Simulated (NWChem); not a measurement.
System: heptafluoropropyl methyl ether (C4H3F7O); SMILES COC(F)(F)C(F)(F)C(F)(F)F

Parts of the log:

```
             Northwest Computational Chemistry Package (NWChem) 7.3.0
             --------------------------------------------------------

 C1  symmetry detected

                             Geometry "geometry" -> ""
                             -------------------------

 Output coordinates in angstroms (scale by  1.889725989 to convert to a.u.)

  No.       Tag          Charge          X              Y              Z
 ---- ---------------- ---------- -------------- -------------- --------------
    1 C                    6.0000     1.36580912     2.72837942     0.33255739
    2 O                    8.0000     0.88555821     1.38293857     0.52336407
    3 C                    6.0000    -0.23686219     1.06017725    -0.14704191
    4 F                    9.0000    -1.28272805     1.87577538     0.17313522
    5 F                    9.0000    -0.08146241     1.16380346    -1.49869351
    6 C                    6.0000    -0.65009738    -0.39005823     0.19892418
    7 F                    9.0000    -1.73665235    -0.70046674    -0.54591604
    8 F                    9.0000    -0.98240278    -0.44485858     1.50918824
    9 C                    6.0000     0.42113139    -1.47524712    -0.06158582
   10 F                    9.0000     0.88268917    -1.38987567    -1.31752982
   11 F                    9.0000     1.44566117    -1.34872309     0.78853115
   12 F                    9.0000    -0.13167875    -2.68404544     0.11128751
   13 H                    1.0000     0.62862291     3.45010022     0.69351029
   14 H                    1.0000     1.58849913     2.90802371    -0.72251939
   15 H                    1.0000     2.27769255     2.79437583     0.92494884

 Effective nuclear repulsion energy (a.u.)     909.5964933187

                                 NWChem DFT Module
                                 -----------------

 Summary of "ao basis" -> "ao basis" (spherical)
 ------------------------------------------------------------------------------
       Tag                 Description            Shells   Functions and Types
 ---------------- ------------------------------  ------  ---------------------
 C                          def2-svp                 6       14   3s2p1d
 O                          def2-svp                 6       14   3s2p1d
 F                          def2-svp                 6       14   3s2p1d
 H                          def2-svp                 3        5   2s1p

            General Information
            -------------------
          SCF calculation type: DFT
          Wavefunction type:  closed shell.
          No. of atoms     :    15
          No. of electrons :    98
           Alpha electrons :    49
            Beta electrons :    49
          Charge           :     0
          Spin multiplicity:     1
          Use of symmetry is: off; symmetry adaption is: off
          Maximum number of iterations: 150
          AO basis - number of functions:   183
                     number of shells:    81
          Convergence on energy requested:  1.00D-06
          Convergence on density requested:  1.00D-05
          Convergence on gradient requested:  5.00D-04

              XC Information
              --------------
                      r^2SCAN Method XC Functional
               r^2SCAN metaGGA Exchange Functional  1.000
                     r^2SCAN Correlation Potential  1.000

             Grid Information
             ----------------
          Grid used for XC integration:  fine
          Radial quadrature: Mura-Knowles
          Angular quadrature: Lebedev.
          Tag              B.-S. Rad. Rad. Pts. Rad. Cut. Ang. Pts.
          ---              ---------- --------- --------- ---------
          C                   0.70       70          12.0       590
          O                   0.60       70          10.0       590
          F                   0.50       70          14.0       590
          H                   0.35       60          12.0       590
          Grid pruning is: on
          Number of quadrature shells:  1020
          Spatial weights used:  Erf1

      Superposition of Atomic Density Guess
      -------------------------------------

 Sum of atomic energies:        -921.73581258

      Non-variational initial energy
      ------------------------------

 Total energy =    -925.892778
 1-e energy   =   -3095.023326
 2-e energy   =    1259.534054
 HOMO         =      -0.329762
 LUMO         =       0.133020

------------------------------------------------------------
EAF file 0: "./job.aoints.0" size=290979840 bytes
------------------------------------------------------------
               write      read    awrite     aread      wait
               -----      ----    ------     -----      ----
     calls:      555         0         0         0         0
   data(b): 2.91e+08  0.00e+00  0.00e+00  0.00e+00
   time(s): 0.00e+00  0.00e+00  0.00e+00  0.00e+00  0.00e+00
rate(mb/s): 0.00e+00  0.00e+00
------------------------------------------------------------

     ---------------------------------------------
      Total Density - Mulliken Population Analysis
     ---------------------------------------------

    Atom       Charge   Shell Charges
 -----------   ------   -------------------------------------------------------
    1 C    6     5.86   1.99  0.93  0.20  1.85  0.85  0.04
    2 O    8     8.61   1.99  1.09  0.68  2.96  1.87  0.01
    3 C    6     4.83   1.99  0.86  0.11  1.34  0.42  0.13
    4 F    9     9.44   1.99  1.14  0.77  3.46  2.07  0.00
    5 F    9     9.44   1.99  1.14  0.77  3.46  2.07  0.00
    6 C    6     5.24   1.99  0.90  0.25  1.48  0.52  0.10
    7 F    9     9.43   1.99  1.14  0.77  3.46  2.06  0.00
    8 F    9     9.42   1.99  1.14  0.77  3.46  2.06  0.00
    9 C    6     4.69   1.99  0.84  0.12  1.26  0.34  0.14
   10 F    9     9.42   1.99  1.14  0.77  3.46  2.06  0.00
   11 F    9     9.41   1.99  1.14  0.77  3.46  2.05  0.00
   12 F    9     9.42   1.99  1.14  0.77  3.46  2.05  0.00
   13 H    1     0.93   0.69  0.21  0.02
   14 H    1     0.93   0.69  0.21  0.02
   15 H    1     0.92   0.69  0.21  0.02

   convergence    iter        energy       DeltaE   RMS-Dens  Diis-err
 ---------------- ----- ----------------- --------- --------- ---------
 d= 0,ls=0.0,diis     1   -926.8151772302 -1.84D+03  1.92D-02  4.03D+00
 d= 0,ls=0.0,diis     2   -925.9956175854  8.20D-01  1.18D-02  1.47D+01
 d= 0,ls=0.0,diis     3   -927.2311804370 -1.24D+00  1.50D-03  1.00D-01
 d= 0,ls=0.0,diis     4   -927.2359013152 -4.72D-03  7.21D-04  3.99D-02
 d= 0,ls=0.0,diis     5   -927.2388762295 -2.97D-03  2.39D-04  5.43D-03
  Resetting Diis
 d= 0,ls=0.0,diis     6   -927.2393398092 -4.64D-04  4.24D-05  9.15D-05
 d= 0,ls=0.0,diis     7   -927.2393484090 -8.60D-06  2.58D-05  9.72D-06
 d= 0,ls=0.0,diis     8   -927.2393470018  1.41D-06  1.62D-05  2.63D-05
 d= 0,ls=0.0,diis     9   -927.2393492568 -2.25D-06  1.77D-06  2.04D-07
 d= 0,ls=0.0,diis    10   -927.2393492744 -1.76D-08  4.12D-07  1.40D-08

         Total DFT energy =     -927.239349274382
      One electron energy =    -3095.710713664399
           Coulomb energy =     1363.110786673485
    Exchange-Corr. energy =     -104.235915602153
 Nuclear repulsion energy =      909.596493318686

 Numeric. integr. density =       97.999994468028

                       DFT Final Molecular Orbital Analysis
                       ------------------------------------

 Vector   47  Occ=2.000000D+00  E=-3.467195D-01
              MO Center=  8.0D-01,  1.6D+00,  3.3D-01, r^2= 2.9D+00
   Bfn.  Coefficient  Atom+Function         Bfn.  Coefficient  Atom+Function
  ----- ------------  ---------------      ----- ------------  ---------------
    20      0.272481   2 O  pz               18      0.247188   2 O  px
    19     -0.244922   2 O  py              179     -0.216061  15 H  s
    23      0.191475   2 O  pz               22     -0.178287   2 O  py
    21      0.168725   2 O  px               46     -0.167951   4 F  px
     6     -0.152835   1 C  pz                4     -0.143501   1 C  px

[...]

                         DFT ENERGY GRADIENTS

    atom               coordinates                        gradient
                 x          y          z           x          y          z
   1 C       2.581005   5.155889   0.628442    0.002398   0.007269  -0.001068
   2 O       1.673462   2.613375   0.989015    0.005591   0.000058   0.004290
   3 C      -0.447605   2.003445  -0.277869   -0.002586  -0.003303  -0.000763
   4 F      -2.424005   3.544701   0.327178   -0.004030   0.003006   0.001409
   5 F      -0.153942   2.199270  -2.832120    0.000840  -0.000134  -0.005102
   6 C      -1.228506  -0.737103   0.375912    0.003971   0.000663  -0.001327
   7 F      -3.281797  -1.323690  -1.031632   -0.005270  -0.001532  -0.003519
   8 F      -1.856472  -0.840661   2.851952   -0.001607  -0.000186   0.006290
   9 C       0.795823  -2.787813  -0.116380   -0.003588   0.003278   0.000016
  10 F       1.668041  -2.626484  -2.489770    0.002392   0.000265  -0.006254
  11 F       2.731903  -2.548717   1.490108    0.005367   0.000751   0.004396
  12 F      -0.248837  -5.072110   0.210303   -0.002548  -0.006255   0.000809
  13 H       1.187925   6.519744   1.310544    0.003166  -0.002697  -0.001473
  14 H       3.001828   5.495368  -1.365364   -0.000732  -0.000462   0.004286
  15 H       4.304215   5.280605   1.747900   -0.003365  -0.000722  -0.001990
```

Level: r2SCAN/def2-SVP. All runs use the structure optimised with B3LYP/6-31G* (spherical d). Not confirmed as a minimum by frequencies.

**Question.** Write an input that gives this output.

**Answer.** This is not unique; one that fits is the input that was run:
```
start job
memory heap 200 mb stack 900 mb global 1100 mb
geometry units angstroms noautoz
  C      1.449020     2.655474     0.386546
  O      0.928112     1.320813     0.543371
  C     -0.195976     1.045239    -0.145056
  F     -1.221193     1.883908     0.182226
  F     -0.023297     1.173130    -1.492526
  C     -0.654575    -0.399411     0.165286
  F     -1.741667    -0.662095    -0.596928
  F     -1.002226    -0.472476     1.470668
  C      0.387573    -1.509507    -0.107928
  F      0.864721    -1.410812    -1.357051
  F      1.406240    -1.431030     0.754932
  F     -0.201723    -2.705120     0.033201
  H      0.729192     3.390473     0.755647
  H      1.688002     2.851044    -0.662115
  H      2.356084     2.682243     0.989317
end
basis spherical
  * library def2-svp
end
dft
  xc r2scan
  grid fine
  iterations 150
  semidirect filesize 400000000
  mulliken
end
task dft gradient
```
